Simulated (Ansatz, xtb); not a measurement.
H8SSi3: where a starting geometry ends

The starting geometry of this gas-phase singlet was built from a drawn formula by distance geometry and a force field; its bonds are those of `[SiH3][SH]1[SiH2][SiH2]1`.

```xyz
12

S    -0.3296   -0.5162    0.9580
Si    1.3923    0.1361    1.7962
Si   -1.0220    0.9174   -0.4123
Si   -0.0039   -0.9718   -1.0416
H     2.1977   -1.0039    2.2703
H     2.2314    0.9182    0.8162
H     1.0718    1.0223    3.0000
H    -1.2582   -1.2106    1.5975
H    -0.2637    2.1619   -0.3177
H    -2.5707    0.9726   -0.3566
H     1.4597   -0.9929   -1.4106
H    -0.8306   -2.2244   -1.4421
```

Problem. Where would you expect an optimisation with r2SCAN-D4/def2-SVP to take it?

Solution. It rearranges to `[SiH3][SiH2][SiH2]S`. Contacts that open: S1–Si2 (2.02 → 4.36 Å), S1–Si4 (2.08 → 3.68 Å). Contacts that close: Si2–Si4 (3.35 → 2.35 Å).

The energy falls by 7.79 eV over 56 steps:

```
step  E − E(last) (eV)
   1             7.795
   7             3.524
  13             2.430
  19             2.157
  25             2.147
  32             2.129
  38             0.166
  44             0.017
  50             0.002
  56             0.000
```

Final geometry (Å):

| atom | x (Å) | y (Å) | z (Å) |
| --- | --- | --- | --- |
| S | -2.3436 | 0.2980 | 1.6026 |
| Si | 1.9379 | -0.4443 | 1.2740 |
| Si | -1.3518 | 0.7129 | -0.2725 |
| Si | 0.4677 | -0.7474 | -0.5308 |
| H | 3.1116 | -1.3649 | 1.1924 |
| H | 2.4278 | 0.9687 | 1.2904 |
| H | 1.2129 | -0.7042 | 2.5570 |
| H | -1.2464 | 0.5021 | 2.3671 |
| H | -0.8918 | 2.1350 | -0.3587 |
| H | -2.4068 | 0.4887 | -1.3039 |
| H | 1.1943 | -0.4797 | -1.8145 |
| H | -0.0375 | -2.1562 | -0.5459 |

From the same start GFN2-xTB ends elsewhere, in pieces: H4SSi + H4Si2.

No frequencies were run, so the end isn't proven a minimum. Run with Ansatz 0.2.0, 79 s on 2 threads of Intel(R) Xeon(R) 6975P-C (Granite Rapids), on a shared host.
